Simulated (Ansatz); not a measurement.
C$_{2}$H$_{6}$AlClSi, SMILES `[Cl][Al]1[CH2]C[SiH2]1`, one more setting.

```yaml
crystal:
  periodic: [false, false, false]
  atoms:
    - {symbol: Cl, position_ang: [-3.656103, 0.072741, -0.479145]}
    - {symbol: Al, position_ang: [-1.573098, 0.064979, -0.347817]}
    - {symbol: C, position_ang: [-0.298126, 0.740378, 0.934963]}
    - {symbol: C, position_ang: [0.852404, -0.121874, 0.527546]}
    - {symbol: Si, position_ang: [0.477264, -0.744047, -1.234525]}
    - {symbol: H, position_ang: [-0.482691, 0.759737, 2.031477]}
    - {symbol: H, position_ang: [-0.070331, 1.814507, 0.703865]}
    - {symbol: H, position_ang: [1.828898, 0.329260, 0.659510]}
    - {symbol: H, position_ang: [0.925793, -1.073508, 1.165070]}
    - {symbol: H, position_ang: [1.117811, 0.214244, -2.296466]}
    - {symbol: H, position_ang: [0.895306, -2.091486, -1.613279]}
basis:
  gaussian: {orbitals: def2-SVP}
total_charge: 1
magnetization: {spin_polarized: true, initial_magnetization: 1}
hamiltonian: {xc: {name: wB97}}
```

```sh
$ ansatz run in.yaml --threads 4 --pin off --events-out ev --progress --plain --max-ram 10444MiB
```

It prints (some lines left out):

```
Functional definition: wB97
1248 factors; their error is unknown
447 factors; integrals over basis functions are off by at most 1.4e-5 eV
mean field evaluation 1: about -29143.5007 eV, gradient 3.5e1 eV
mean field evaluation 2: about -29145.7813 eV, gradient 2.9e1 eV
mean field evaluation 4: about -29150.2384 eV, gradient 1.3e0 eV
mean field evaluation 8: about -29150.2561 eV, gradient 8.9e-2 eV
mean field evaluation 16: about -29150.1694 eV, gradient 3.5e-3 eV
mean field -29150.16944652 eV, -1071.2489684649 hartree, gradient 4.6e-5 eV, S^2 0.758487; 2 other end points of the search recorded, 0 dependent functions left out
reference -29150.16943604 eV, -1071.2489680800 hartree; 31, 30 occupied and 81, 82 virtual orbitals, 1248 factors
Total energy: -29150.16943604 eV, -1071.2489680800 hartree
```

Hardware: 4 threads of an Intel Xeon 6975P-C on a shared host. Wall time 8 s, peak host memory 0.55 GiB.
